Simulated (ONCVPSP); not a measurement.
**An all-electron radial function and its pseudo partner (Li (Z = 3))**

Columns: radius, all-electron u(r) and pseudo u(r) of the 2s shell (level -2.87 eV) of lithium in the configuration [He] 2s1; PBE, scalar-relativistic, ONCV scheme, ONCVPSP 4.0.1.

```json
{"r (bohr)": "0.168", "all-electron": "-0.1630", "pseudo": "0.0308"}
{"r (bohr)": "0.335", "all-electron": "-0.1864", "pseudo": "0.0622"}
{"r (bohr)": "0.503", "all-electron": "-0.1455", "pseudo": "0.0950"}
{"r (bohr)": "0.670", "all-electron": "-0.0768", "pseudo": "0.1289"}
{"r (bohr)": "0.838", "all-electron": "0.0019", "pseudo": "0.1636"}
{"r (bohr)": "1.005", "all-electron": "0.0804", "pseudo": "0.1981"}
{"r (bohr)": "1.172", "all-electron": "0.1543", "pseudo": "0.2320"}
{"r (bohr)": "1.340", "all-electron": "0.2218", "pseudo": "0.2654"}
{"r (bohr)": "1.508", "all-electron": "0.2812", "pseudo": "0.2984"}
{"r (bohr)": "1.675", "all-electron": "0.3321", "pseudo": "0.3313"}
{"r (bohr)": "1.842", "all-electron": "0.3757", "pseudo": "0.3644"}
{"r (bohr)": "2.010", "all-electron": "0.4137", "pseudo": "0.3976"}
{"r (bohr)": "2.178", "all-electron": "0.4453", "pseudo": "0.4293"}
{"r (bohr)": "2.345", "all-electron": "0.4707", "pseudo": "0.4580"}
{"r (bohr)": "2.512", "all-electron": "0.4902", "pseudo": "0.4819"}
{"r (bohr)": "2.680", "all-electron": "0.5044", "pseudo": "0.5002"}
{"r (bohr)": "2.848", "all-electron": "0.5137", "pseudo": "0.5121"}
{"r (bohr)": "3.015", "all-electron": "0.5185", "pseudo": "0.5181"}
{"r (bohr)": "3.182", "all-electron": "0.5192", "pseudo": "0.5192"}
{"r (bohr)": "3.350", "all-electron": "0.5164", "pseudo": "0.5164"}
{"r (bohr)": "3.518", "all-electron": "0.5106", "pseudo": "0.5106"}
{"r (bohr)": "3.685", "all-electron": "0.5020", "pseudo": "0.5020"}
{"r (bohr)": "3.852", "all-electron": "0.4913", "pseudo": "0.4913"}
{"r (bohr)": "4.020", "all-electron": "0.4786", "pseudo": "0.4786"}
{"r (bohr)": "4.188", "all-electron": "0.4644", "pseudo": "0.4644"}
{"r (bohr)": "4.355", "all-electron": "0.4492", "pseudo": "0.4492"}
```

Q: How many radial nodes do the two functions have?

A: The all-electron 2s function has n − l − 1 = 1; the pseudo-wave has 0, since the states of the same l below it are removed with the core.

Q: At about which radius was the pseudo-wave matched?

A: 3.35 bohr. The columns agree to 0.0005 from 3.02 bohr on; several derivatives are matched, so the curves merge somewhat inside the radius.

Q: Where does each function peak?

A: Outermost all-electron maximum near 3.18 bohr, pseudo maximum near 3.18 bohr (to the table’s step).

Q: Is the pseudo-wave norm-conserving?

A: Yes: the ONCV scheme keeps the norm inside the radius equal to the all-electron one, which fixes the energy derivative of the logarithmic derivative at the level.
